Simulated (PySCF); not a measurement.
# Working out the ionisation energy of Ar⁺

Ar⁺ [Ne] 3s2 3p5 (2P) → Ar²⁺ [Ne] 3s2 3p4 (3P). Calculation: PySCF 2.14, in aug-cc-pwCVTZ; the non-relativistic Hamiltonian (point nucleus). Frozen: nothing. Energies in hartree (1 hartree = 27.21139 eV):

```csv
part,Ar⁺ (lower),Ar²⁺ (upper)
UHF,-526.278431,-525.309507
MP2 opposite-spin,-0.352054,-0.322732
MP2 same-spin,-0.132276,-0.122912
```

Problem. What does Hartree-Fock give?

Solution. (-525.309507) − (-526.278431) = 0.968924 hartree = 26.366 eV.

Problem. What do MP2 and SCS-MP2 (6/5 opposite-spin, 1/3 same-spin) give?

Solution. The opposite-spin parts differ by 0.798 eV and the same-spin parts by 0.255 eV. MP2: 26.366 + (0.798) + (0.255) = 27.419 eV. SCS-MP2: 26.366 + 1.2 × (0.798) + (0.255)/3 = 27.409 eV.

A first-order spin-orbit estimate adds -0.006 eV to MP2 (all electrons), giving 27.413 eV against 27.630 eV (measured; NIST Atomic Spectra Database, ionization energies).

What remains against the reference includes basis incompleteness and correlation beyond second order.
